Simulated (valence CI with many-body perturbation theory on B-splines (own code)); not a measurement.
Rb V: calculation against measured levels

Calculated by configuration interaction combined with many-body perturbation theory (CI+MBPT): five valence electrons over a frozen Dirac-Fock core [Ar] 3d10, radial functions for each j: 9 s, 9 p, 8 d, 6 f, 3 g, 1 h, with the one-electron correlation potential Σ1 (screened to all orders), the two-electron term Σ2, the three-electron term Σ3, Breit, model QED; selected single and double excitations, second order for the rest, scaled by the run's own slope (own B-spline code, finite nucleus).

Against 16 measured levels this calculation errs by 134 cm⁻¹ on average and by 237 at most. These come from a selection out of Sansonetti, J. Phys. Chem. Ref. Data 35, 301 (2006). Levels without a partner in it may be off by more. Among the levels kept, up to 1200 cm⁻¹ of a level comes from second order outside the variational space, and about a tenth of that is noise between levels of different J, which matters for small intervals. 2 measured levels below the end of the list, from 268680 cm⁻¹ on, found no clear computed partner, and computed levels of the same name lie up to 4386 cm⁻¹ from them.

Measured levels: Sansonetti, J. Phys. Chem. Ref. Data 35, 301 (2006). Pairs share parity and J, and are chosen by configuration, term and nearness in energy; levels without a clear partner are left out. Energies in cm⁻¹ above the measured ground level. The last column is blank where CI alone has no clear partner.

Names give the largest LS component (configuration and term), which can be under half, so a name can repeat, a term be missing and a line seem to break the LS rules; names also repeat where a configuration has a term twice. Letters in brackets count levels of one name in rising energy.

```tsv
Computed label	Label in the source	Measured	Computed	Difference	CI alone, difference
4s2 4p3 4S°_3/2	4s2 4p3 4S°	0	0.0	0	0
4s2 4p3 2D°_3/2	4s2 4p3 2D°	18639.1	18755.5	+116	+486
4s2 4p3 2D°_5/2	4s2 4p3 2D°	21080.4	21182.4	+102	+371
4s2 4p3 2P°_1/2	4s2 4p3 2P°	34794.3	34949.7	+155	+558
4s2 4p3 2P°_3/2	4s2 4p3 2P°	38317.8	38451.7	+134	+354
4s 4p4 4P_5/2	4s 4p4 4P	135925.6	135701.5	-224	-2760
4s 4p4 4P_3/2	4s 4p4 4P	140861.6	140624.3	-237	-2949
4s 4p4 4P_1/2	4s 4p4 4P	143010.2	142773.7	-237	-2982
4s 4p4 2D_3/2	4s 4p4 2D	167062.8	166915.9	-147	-1999
4s 4p4 2D_5/2	4s 4p4 2D	168272.8	168122.4	-150	-2048
4s2 4p2 4d 2P_3/2 [a]	4s 4p4 2P	189997.8	189848.2	-150	-1449
4s 4p4 2P_1/2	4s 4p4 2P	192117.3	192039.7	-78	-1073
4s 4p4 2S_1/2	4s 4p4 2S	200326.1	200255.6	-70	-1340
4s2 4p2 5s 4P_3/2	4s2 4p2 5s 4P	266420	266451.1	+31	
4s2 4p2 5s 4P_5/2	4s2 4p2 5s 4P	270710	270533.9	-176	-2493
4s2 4p2 5s 2D_5/2	4s2 4p2 5s 2D	285920	285951.5	+32	-2104
4s2 4p2 5s 2D_3/2	4s2 4p2 5s 2D	286790	286689.5	-101	-2299
```

Over 16 excited levels the mean absolute difference is 134 cm⁻¹, the median 140 and the largest 237. For the 15 levels that pair on every rung the mean is CI alone 1684, + Σ1 1015, + Σ2 267, + Σ3 133, + Breit 91, + QED 141. The comparison draws on a selection of the measured levels: 17 of the 48 computed ones have a partner in it, and others may be off by more.

These 2 measured levels below the end of the computed list are not counted above. Beside each stands the unpaired computed level of its name, or else the nearest of its J and parity; the gap is either an error of the method or a doubtful assignment.

```
Label in the source    J  Measured     Unpaired level  Computed
      4s2 4p2 5s 2P  1/2    268680  4s2 4p2 5s 2P_1/2    271648
      4s2 4p2 5s 2P  3/2    271790  4s2 4p2 5s 2P_3/2    276176
```
